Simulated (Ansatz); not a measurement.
CH2BF3O2S, SMILES `OB(O)SC(F)(F)F`, charge 0, multiplicity 1.

Question: Give a relaxed structure at PBE0-D4/def2-TZVP (the Gaussian-basis code of Ansatz). (Estimate.)

Answer: The calculation gave: 
Z-matrix (Å, degrees):
```
C
F 1 1.335
S 1 1.814 2 107.2
F 1 1.328 2 107.8 3 -121.9
F 1 1.328 2 107.8 3 121.9
B 3 1.838 1 102.2 2 180.0
O 6 1.348 3 120.9 1 0.1
O 6 1.361 3 118.5 1 -179.9
H 7 0.962 6 112.4 3 -180.0
H 8 0.959 6 116.0 3 0.1
```
Point group Cs.
This is one stationary point; other conformers may exist.
